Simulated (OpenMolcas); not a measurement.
Ru3+ among 4 point charges of -2 e arranged as a tetrahedron (Td).

```
Program             : OpenMolcas
Method              : CASSCF
Basis               : ANO-RCC-VDZP [6s5p3d1f]
Scalar Hamiltonian  : DKH2, point nucleus
Active space        : 5 electrons in 5 orbitals (4d)
State averaging     : 2S+1 = 6 even, 1 root; 2S+1 = 4 even, 24 roots; 2S+1 = 2 even, 75 roots
Spin-orbit coupling : state interaction with AMFI integrals over the reference wave functions
```

All point charges move together. At R = 1.9 Å |10Dq| is 4142 cm-1, and at R = 2.09 Å it is 2943 cm-1.

**Question.** A third run gives 2205 cm-1. What distance was it run at?

**Answer.** With a power law R^-n the two known points give n = -ln(2943 / 4142) / ln(2.09 / 1.9) = 3.59. Then R = 1.9 × (4142 / 2205)^(1/3.59) = 2.265 Å. The run was at 2.25 Å, so the estimate is off by +0.015 Å.

Without dynamic correlation the repulsion within the d shell is too large (B by tens of per cent), so at a given field states of lower spin stand too high. Point charges give a weaker field than real ligands, and real ions of this kind are as a rule low spin; the high spin found here belongs to the model. Point charges carry no covalency, so the field is a model and not that of real ligands. No measured value stands beside these numbers.
